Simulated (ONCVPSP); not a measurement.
**Which setting gave this result? (germanium (Ge), ONCV)**

Base potential:

ONCVPSP 4.0.1 input, shortened (lines: element, Z, core and valence counts, functional; n l f; lmax; l rc ep ncon nbas qcut; lloc lpopt rc5 dvloc0; l nproj debl; icmod fcfact rcfact), PBE, scalar-relativistic:

```
  Ge 32.00    5    3        4      upf
    1    0    2.00
    2    0    2.00
    2    1    6.00
    3    0    2.00
    3    1    6.00
    3    2   10.00
    4    0    2.00
    4    1    1.50
    2
    0    1.70    0.00    4    8    3.70
    1    1.85    0.00    5    9    4.10
    2    1.10    0.00    4    9   14.50
    4    3    0.75    0.00
    0    2    1.90
    1    1    4.00
    2    2    1.50
    3    3.75    1.70
```

Cutoffs, loose and tight: the cutoffs (Ha) at which the residual kinetic energy of the hardest occupied pseudo-wave falls to 1 and 0.1 mHa per electron. They do not see the model core or the augmentation charge, which bear on the density cutoff. Test errors are all-electron minus pseudo excitation energies from the reference, over the configurations 3d10 4s2 4p2; 3d10 4s2 4p1; 3d10 4s2 4p0; 3d9 4s2 4p3; variants that change the core or the reference have their own tests.

Only the d radius is moved:

```tsv
d radius (bohr)	cutoff, loose	cutoff, tight	bound ghosts	largest test error (meV)
0.78	332 Ha	515 Ha	s	4 of 4 tests not solved or not reliable
0.9	101 Ha	275 Ha	s	4 of 4 tests not solved or not reliable
1.08	86 Ha	96 Ha	s	4 of 4 tests not solved or not reliable
1.2	80 Ha	89 Ha	s	4 of 4 tests not solved or not reliable
1.32	73 Ha	83 Ha	s	4 of 4 tests not solved or not reliable
1.58	61 Ha	69 Ha	s	4 of 4 tests not solved or not reliable
```

One more run gave cutoff, loose: 68 Ha; cutoff, tight: 77 Ha; bound ghosts: s; largest test error (meV): 4 of 4 tests not solved or not reliable. Which value of the d radius was used?

1.44 bohr. The loose cutoff moves one way along this sweep, from 332 Ha at 0.78 to 61 Ha at 1.58 bohr, which places the run between 1.32 and 1.58 bohr.
